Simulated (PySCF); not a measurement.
CH4BFO, SMILES FB(O)C. Atoms are numbered in the order given.

```xyz
8

B     -0.0075     0.0565     0.0000
F      1.2198     0.6018     0.0000
C     -0.1710    -1.4969     0.0000
H      0.3294    -1.9297     0.8814
H     -1.2230    -1.8103     0.0000
H      0.3294    -1.9297    -0.8814
O     -1.0685     0.8917     0.0000
H     -0.8025     1.8188     0.0000
```
Charge 0, spin multiplicity 1.

Geometry optimised at PBE0-D3(BJ)/def2-SVP. Other conformers were not sampled.

Computed with TDA-LC-ωPBE/def2-SVPD run with PySCF.

Vertical excitations.  State labels are in the subgroup Cs.

Problem. Estimate the UV-visible absorptions. (An estimate is asked for; the answer gives what the named calculation found.)

Solution. 
```tsv
state	symmetry	energy (eV)	λ (nm)	f	main pairs
S1	A"	9.30	133	0.013	HOMO→LUMO+2 89 %
S2	A"	9.56	130	0.025	HOMO−1→LUMO 72 %, HOMO−1→LUMO+1 11 %
S3	A'	9.79	127	0.072	HOMO→LUMO 80 %
S4	A'	10.03	124	0.046	HOMO−2→LUMO 66 %
S5	A"	10.12	122	0.013	HOMO−2→LUMO+2 83 %
S6	A'	10.61	117	0.262	HOMO−1→LUMO+2 80 %
S7	A"	10.91	114	0.056	HOMO−4→LUMO 37 %, HOMO−1→LUMO+1 26 %, HOMO−3→LUMO+2 9 %, HOMO−4→LUMO+1 9 %
S8	A'	11.03	112	0.149	HOMO−3→LUMO 47 %, HOMO−2→LUMO+1 22 %, HOMO−3→LUMO+1 9 %, HOMO−2→LUMO 9 %
S9	A"	11.05	112	0.036	HOMO−3→LUMO+2 79 %
S10	A"	11.28	110	0.012	HOMO−1→LUMO+1 31 %, HOMO−4→LUMO 26 %, HOMO−1→LUMO+4 8 %, HOMO−4→LUMO+1 8 %
T1	A"	8.34	149	0	HOMO→LUMO+2 94 %
T2	A'	8.81	141	0	HOMO−1→LUMO+2 90 %
T3	A"	9.16	135	0	HOMO−1→LUMO 67 %, HOMO−1→LUMO+1 13 %
T4	A'	9.51	130	0	HOMO→LUMO 77 %
```
Triplets are in the Tamm–Dancoff approximation.
